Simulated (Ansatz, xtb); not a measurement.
## Isomers of C2H7NOSi2 in order of energy

3 gas-phase structures of C2H7NOSi2, from a drawn sample of its isomers (lower ones may exist). Each was relaxed with GFN2-xTB; where two conformers were screened, the lower at r2SCAN-D4/def2-SVP is listed:

A. `C#CN([SiH3])[SiH2]O`, a singlet
B. `C#C[Si@@H](O)N[SiH3]`, a singlet
C. `C#C[SiH2]N[SiH2]O`, a singlet

Task: Make a reasoned guess at their ranking by r2SCAN-D4/def2-SVP single-point energy.

Result: Calculated order at r2SCAN-D4/def2-SVP: B (0.0), C (6.1), A (79.8) kJ/mol.

Energies above the lowest of each column, in kJ/mol; the last columns are at PBE0-D3(BJ)/def2-SVP geometries:

```csv
structure,GFN2-xTB,HF/STO-3G,r2SCAN-D4/def2-SVP,PBE0-D3(BJ)/def2-SVP,CCSD(T)/def2-SVP + ΔMP2/def2-TZVPP
B,45.7,0.0,0.0,0.0,0.0
C,35.2,14.9,6.1,2.6,4.6
A,0.0,56.7,79.8,70.5,98.0
```

CCSD(T)/def2-SVP + ΔMP2/def2-TZVPP puts B lowest; GFN2-xTB picks A. Flexible structures stand in one conformer each, not always the lowest. The ΔMP2 step shifts differences by up to 18.7 kJ/mol, which makes them less sure. ΔMP2 is the change of the MP2 energy from the smaller to the larger basis.

Programs: Ansatz 0.2.0, xtb 6.7.1.
